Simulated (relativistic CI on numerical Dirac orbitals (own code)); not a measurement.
Electric-dipole lines of Pr31+

Method of calculation: Dirac-Coulomb-Breit CI, separate exchange-only KLI orbitals for each configuration, QED by a radiative potential, unscaled Slater integrals (own radial code, finite nucleus).

Configurations in the expansion (outside the closed core [Ne]): 3s²3p⁶3d¹⁰, 3s²3p⁶3d⁹4s, 3s²3p⁶3d⁹4p, 3s²3p⁶3d⁹4d, 3s²3p⁶3d⁹4f, 3s²3p⁵3d¹⁰4s, 3s²3p⁵3d¹⁰4p, 3s²3p⁶3d⁸4s², 3s²3p⁶3d⁸4s4p, 3s²3p⁶3d⁹5s, 3s²3p⁵3d¹⁰4d, 3s²3p⁶3d⁸4p², 3s3p⁶3d¹⁰4s, 3s²3p⁶3d⁹5p, 3s²3p⁶3d⁸4s4d, 3s²3p⁶3d⁹5d. Levels of other configurations are missing.

```
λ vac (Å)                  Lower                    Upper   A (s⁻¹)  log gf  S velocity/length
   8.8811     3s²3p⁶3d¹⁰ ¹S0 [1]  3s²3p⁵3d¹⁰4d ³D°1 [106]  1.16e+13   -0.39               0.96
   9.5288     3s²3p⁶3d¹⁰ ¹S0 [1]   3s²3p⁵3d¹⁰4d ¹P°1 [78]  2.41e+13   -0.01               0.97
   10.805     3s²3p⁶3d¹⁰ ¹S0 [1]    3s²3p⁶3d⁹4f ¹P°1 [57]  1.26e+14    0.82               0.94
   11.126     3s²3p⁶3d¹⁰ ¹S0 [1]    3s²3p⁶3d⁹4f ³D°1 [49]  1.24e+13   -0.16               0.94
   24.797  3s²3p⁶3d⁹4p ³F°4 [10]    3s²3p⁶3d⁹5d ³G5 [101]  1.27e+12    0.11               0.99
   30.550  3s²3p⁶3d⁹4p ³F°4 [10]     3s²3p⁶3d⁹5s ³D3 [74]  1.01e+12   -0.01               1.02
   32.537  3s²3p⁶3d⁹4p ³F°3 [15]    3s²3p⁵3d¹⁰4p ³D2 [72]  1.66e+12    0.12               0.92
   32.537    3s²3p⁶3d⁹4s ³D2 [5]   3s²3p⁵3d¹⁰4s ³P°1 [64]  1.87e+12   -0.05               0.92
   32.556   3s²3p⁶3d⁹4p ³F°2 [8]    3s²3p⁵3d¹⁰4p ³D1 [66]  1.89e+12   -0.05               0.92
   41.011    3s²3p⁶3d⁹4s ¹D2 [3]   3s²3p⁵3d¹⁰4s ¹P°1 [38]  8.60e+11   -0.19               0.90
   41.064   3s²3p⁶3d⁹4d ³G5 [23]   3s²3p⁵3d¹⁰4d ³F°4 [76]  9.89e+11    0.35               0.77
   41.079   3s²3p⁶3d⁹4d ³G4 [19]   3s²3p⁵3d¹⁰4d ³F°3 [71]  1.03e+12    0.26               0.79
   41.085   3s²3p⁶3d⁹4p ³F°3 [7]    3s²3p⁵3d¹⁰4p ³D2 [59]  9.80e+11    0.09               0.90
   41.088  3s²3p⁶3d⁹4p ³F°4 [10]    3s²3p⁵3d¹⁰4p ³D3 [61]  9.03e+11    0.20               0.89
   41.117    3s²3p⁶3d⁹4s ³D3 [2]   3s²3p⁵3d¹⁰4s ³P°2 [36]  9.79e+11    0.09               0.90
   41.127   3s²3p⁶3d⁹4p ³P°2 [6]    3s²3p⁵3d¹⁰4p ³P1 [58]  1.07e+12   -0.09               0.90
   92.151   3s²3p⁶3d⁹4p ³P°2 [6]     3s²3p⁶3d⁹4d ³F3 [21]  9.88e+10   -0.06               1.04
   92.871   3s²3p⁶3d⁹4p ³F°3 [7]     3s²3p⁶3d⁹4d ³F3 [21]  1.31e+11    0.07               0.95
   93.313   3s²3p⁶3d⁹4p ³P°2 [6]     3s²3p⁶3d⁹4d ³D2 [20]  1.85e+11    0.08               0.94
   94.186   3s²3p⁶3d⁹4p ³F°2 [8]     3s²3p⁶3d⁹4d ³G3 [29]  2.23e+11    0.32               1.06
   94.568   3s²3p⁶3d⁹4p ³F°3 [7]     3s²3p⁶3d⁹4d ³G4 [19]  2.30e+11    0.44               1.06
   96.890   3s²3p⁶3d⁹4p ³P°2 [6]     3s²3p⁶3d⁹4d ³S1 [18]  1.92e+11   -0.09               0.93
   109.12   3s²3p⁶3d⁹4d ³F3 [21]    3s²3p⁶3d⁹4f ³G°4 [45]  9.66e+10    0.19               1.00
   109.68   3s²3p⁶3d⁹4d ³G3 [29]    3s²3p⁶3d⁹4f ³H°4 [51]  1.47e+11    0.38               1.02
   109.87   3s²3p⁶3d⁹4d ³G4 [19]    3s²3p⁶3d⁹4f ³H°5 [41]  1.46e+11    0.46               1.02
   113.94   3s²3p⁶3d⁹4d ³D3 [24]    3s²3p⁶3d⁹4f ¹G°4 [46]  1.04e+11    0.26               1.00
   114.43   3s²3p⁶3d⁹4d ³F4 [26]    3s²3p⁶3d⁹4f ³G°5 [47]  1.16e+11    0.40               1.01
   114.67   3s²3p⁶3d⁹4d ³G4 [32]    3s²3p⁶3d⁹4f ³H°5 [52]  1.36e+11    0.47               1.02
   114.92  3s²3p⁶3d⁹4p ¹D°2 [11]     3s²3p⁶3d⁹4d ³D3 [24]  8.40e+10    0.07               1.02
   115.18   3s²3p⁶3d⁹4d ³G5 [23]    3s²3p⁶3d⁹4f ³H°6 [42]  1.35e+11    0.54               1.03
   115.30  3s²3p⁶3d⁹4p ³D°2 [17]     3s²3p⁶3d⁹4d ³F3 [34]  1.20e+11    0.22               1.01
   115.65  3s²3p⁶3d⁹4p ³D°3 [13]     3s²3p⁶3d⁹4d ³F4 [26]  1.12e+11    0.31               1.03
   115.86  3s²3p⁶3d⁹4p ³F°3 [15]     3s²3p⁶3d⁹4d ³G4 [32]  1.53e+11    0.44               1.06
   115.92  3s²3p⁶3d⁹4p ³F°4 [10]     3s²3p⁶3d⁹4d ³G5 [23]  1.52e+11    0.53               1.08
   127.48    3s²3p⁶3d⁹4s ³D3 [2]    3s²3p⁶3d⁹4p ³D°3 [13]  5.60e+10   -0.02               0.92
   129.22    3s²3p⁶3d⁹4s ¹D2 [3]    3s²3p⁶3d⁹4p ³D°3 [13]  3.75e+10   -0.18               1.02
   129.52    3s²3p⁶3d⁹4s ³D2 [5]    3s²3p⁶3d⁹4p ³D°2 [17]  4.91e+10   -0.21               0.91
   130.88    3s²3p⁶3d⁹4s ³D1 [4]    3s²3p⁶3d⁹4p ³D°1 [16]  7.53e+10   -0.24               0.91
   130.99    3s²3p⁶3d⁹4s ¹D2 [3]    3s²3p⁶3d⁹4p ¹P°1 [12]  7.96e+10   -0.21               0.87
   131.97    3s²3p⁶3d⁹4s ¹D2 [3]    3s²3p⁶3d⁹4p ¹D°2 [11]  7.19e+10   -0.03               0.94
   132.25    3s²3p⁶3d⁹4s ³D2 [5]    3s²3p⁶3d⁹4p ³F°3 [15]  8.56e+10    0.20               1.06
   132.48    3s²3p⁶3d⁹4s ³D3 [2]    3s²3p⁶3d⁹4p ³F°4 [10]  8.51e+10    0.30               1.08
   196.81    3s²3p⁶3d⁹4s ³D3 [2]     3s²3p⁶3d⁹4p ³P°2 [6]  2.12e+10   -0.21               0.81
   197.63    3s²3p⁶3d⁹4s ¹D2 [3]     3s²3p⁶3d⁹4p ³F°3 [7]  1.47e+10   -0.22               1.13
   248.98  3s²3p⁶3d⁹5p ³F°4 [84]    3s²3p⁶3d⁹5d ³G5 [101]  4.57e+10    0.67               1.02
```

Terms are leading LS components. Brackets give the number of a level in order of energy, since labels repeat. The list gives strong lines, with weight on those to low levels, among the lowest 200 of 461 levels, so that lines to higher ones, which can be the strongest, are missing. Levels whose partners in the same complex of configurations lie outside the list can be far off, and so can their lines. Rates are taken at the computed energies, electric ones in the length gauge. A velocity-to-length ratio far from 1 marks an uncertain rate.

At this charge energies of transitions that change n are usually good to better than 1 %, and those within a shell (Δn = 0) to a few per cent.

LS names give the leading component of a level, which can be under half, so a name can repeat, a term be missing and a line seem to break the LS rules.
